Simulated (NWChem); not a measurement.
C₂H₆OSi, singlet; SMILES O([Si]C)C

```xyz
10

Si    -0.7964    -0.7543    -0.0001
C      1.0208    -1.4150     0.0001
H      1.0094    -2.5118    -0.0005
H      1.5884    -1.0907     0.8849
H      1.5890    -1.0898    -0.8840
O     -0.6028     0.9024     0.0003
C      0.5322     1.7556    -0.0001
H      1.4760     1.1989     0.0069
H      0.4994     2.3907    -0.8925
H      0.4921     2.4006     0.8848
```
Atoms are numbered in this order, from 1.

Program: NWChem. Low-valent species are run as closed-shell singlets; no triplet was tried in these runs. All runs use the structure optimised with B3LYP/6-31G* (spherical d). Vertical excitations in the gas phase.

### Question
Predict the results for PBE0/def2-SVP, TDA. Quantities: lowest excitation, singlet (eV); oscillator strength of that lowest state; lowest triplet (eV); orbital gap (eV).

### Answer
The lowest excitation, singlet (eV) comes out as 3.63, the oscillator strength of that lowest state is 0.051 and the lowest triplet (eV) is 2.01. The orbital gap (eV) comes out as 4.66.
